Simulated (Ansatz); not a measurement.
One change: `C#CC=O` becomes `C#CC=[Se]`.

Ansatz, PBE0-D4/def2-TZVP geometries, multiplicity 1. 

Scalar relativity is left out up to krypton.

| property | `C#CC=O` |
| --- | --- |
| HOMO energy (B3LYP/def2-TZVPP) / eV | -7.95 |
| zero-point energy (PBE0-D4/def2-TZVP) / kJ/mol | 98.2 |
| HOMO energy (PBE/def2-TZVPP) / eV | -6.47 |
| size of the dipole moment (B3LYP/def2-TZVPP) / D | 2.93 |
| LUMO energy (PBE0/def2-TZVPP) / eV | -2.18 |
| LUMO energy (PBE/def2-TZVPP) / eV | -3.21 |

Q: What does the change do to each property? (Best estimate.)

A: Ansatz gave: 
```
                                        property  `C#CC=[Se]`  shift
             HOMO energy (B3LYP/def2-TZVPP) / eV        -6.28   1.67
  zero-point energy (PBE0-D4/def2-TZVP) / kJ/mol         90.9   -7.3
               HOMO energy (PBE/def2-TZVPP) / eV        -5.34   1.13
size of the dipole moment (B3LYP/def2-TZVPP) / D         2.00  -0.93
              LUMO energy (PBE0/def2-TZVPP) / eV        -3.27  -1.09
               LUMO energy (PBE/def2-TZVPP) / eV        -4.02  -0.81
```

With PBE0 the HOMO rises by 1.68 eV and the LUMO falls by 1.09 eV, so the gap narrows by about 2.77 eV. PBE moves the HOMO by 1.13 eV and ωB97M-V by 1.96 eV. Dipoles are sizes alone; their direction can turn.

B3LYP here is the variant with VWN-RPA as its local correlation; programs differ in this.

Spin–orbit coupling is left out; it splits and shifts lone-pair levels of the heavy atoms by tenths of an eV.
